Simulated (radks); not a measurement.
Initial-state core-level shifts of the gold ion Au+ when its valence configuration changes from [Xe] 4f14 5d10. All-electron calculation, Dirac Kohn-Sham, LDA (Slater exchange, Perdew-Wang correlation), spin-unpolarised, spherical densities, point nucleus; open shells fill j = l - 1/2 first. Program: a radial shooting solver on a logarithmic mesh with Libxc functionals. Shifts are changes of the shell-averaged eigenvalues in eV (positive: less bound).

valence                 1s       2p       3d       5s
4f13 5d10 6p1      -16.737  -17.882  -19.888   -8.733
4f14 5d9 6p1        -4.457   -4.581   -4.586   -4.434
4f11 5d10 6s2 6p1  -50.497  -54.280  -60.570  -24.596
4f13 5d9 6s1 6p1   -20.236  -21.564  -23.551  -12.131
4f11 5d10 6s1 6p2  -51.778  -55.544  -61.848  -25.864
4f12 5d10 6p2      -34.435  -36.830  -40.945  -17.791
4f13.5 5d10 6p0.5   -8.241   -8.801   -9.790   -4.318
4f14 5d9 6s1        -3.096   -3.247   -3.241   -3.084
4f13 5d9 6p2       -21.524  -22.832  -24.831  -13.408
